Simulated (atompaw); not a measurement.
**Cr: one change to a PAW (atompaw) potential, before and after**

Cr, PAW, made with atompaw 4.2.0.5 (LDA (PW92), scalar-relativistic). Core [Ne], reference 3s2 3p6 3d5 4s1 4p0. Waves: 3s (bound): rc 1.55 bohr; 4s (bound): rc 1.55 bohr; 3p (bound): rc 0.95 bohr; 4p (bound, empty): rc 1.55 bohr; 3d (bound): rc 1.55 bohr; 3d channel at 0.5 Ry: rc 1.55 bohr. Local part: bessel scheme, radius 1.50 bohr. Core correction: smooth core density matched at 1.45 bohr. Augmentation charge: besselshape compensation charge, radius 1.20 bohr; PAW radius 1.55 bohr; waves and projectors: custom rrkj vanderbiltortho.

Change: wave 3d channel at 0.5 Ry: rc 1.55 bohr becomes 3d channel at 10.21 Ry: rc 1.55 bohr.

Cutoffs: the cutoffs (Ry, on a coarse ladder) from which the occupation-weighted sum of valence levels, in a spherical-Bessel basis at the reference potential, stays within 10 and 1 mRy of its value at 400 Ry; they do not see the model core or the augmentation charge, which bear on the density cutoff.

Problem. What does the change do?

Solution. The potential gets neither clearly harder nor softer (80 Ry and 160 Ry → 80 Ry and 160 Ry); the range in which the d phases agree narrows (upper end at the end of the scan → 2.5); neither file shows a bound ghost.

```csv
quantity,base,changed
"cutoff, loose",80 Ry,80 Ry
"cutoff, tight",160 Ry,160 Ry
loose cutoff by channel (10 mRy a level),"s 30 Ry, p 70 Ry, d 40 Ry","s 30 Ry, p 70 Ry, d 35 Ry"
bound ghosts,none,none
s: phases at 1.55 bohr within 0.05 rad from the reference energy up to (Ry; the scan ends near 5),3.6,3.6
p: phases at 1.55 bohr within 0.05 rad from the reference energy up to (Ry; the scan ends near 5),4.8,4.8
d: phases at 1.55 bohr within 0.05 rad from the reference energy up to (Ry; the scan ends near 5),to the end of the scan,2.5
lowest overlap eigenvalue by channel,"s 0.11, p 0.13, d 0.94","s 0.11, p 0.13, d 0.87"
```

 The cutoffs see the waves, projectors and local potential, not the compensation charge or the core.
